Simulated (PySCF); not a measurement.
Scan of O₂Si, singlet: symmetric bend, bond length relaxed. Scanned: O-Si-O angle. Other coordinates (Si-O bond length) were minimised at PBE0/def2-TZVP.

The free coordinates were minimised at PBE0/def2-TZVP in PySCF; the energy column is CCSD(T) on RHF/cc-pVTZ, 7 core orbitals frozen run with PySCF 2.14.0, in kJ/mol.

```json
[
 {"a / °": "180", "Si-O bond length / Å": "1.506", "E": "0.0"},
 {"a / °": "170", "Si-O bond length / Å": "1.507", "E": "3.9"},
 {"a / °": "160", "Si-O bond length / Å": "1.508", "E": "15.8"},
 {"a / °": "150", "Si-O bond length / Å": "1.512", "E": "35.7"},
 {"a / °": "140", "Si-O bond length / Å": "1.516", "E": "63.8"},
 {"a / °": "130", "Si-O bond length / Å": "1.523", "E": "100.8"},
 {"a / °": "120", "Si-O bond length / Å": "1.532", "E": "147.8"},
 {"a / °": "110", "Si-O bond length / Å": "1.546", "E": "206.7"},
 {"a / °": "100", "Si-O bond length / Å": "1.565", "E": "281.1"},
 {"a / °": "90", "Si-O bond length / Å": "1.589", "E": "376.7"},
 {"a / °": "80", "Si-O bond length / Å": "1.612", "E": "487.4"}
]
```
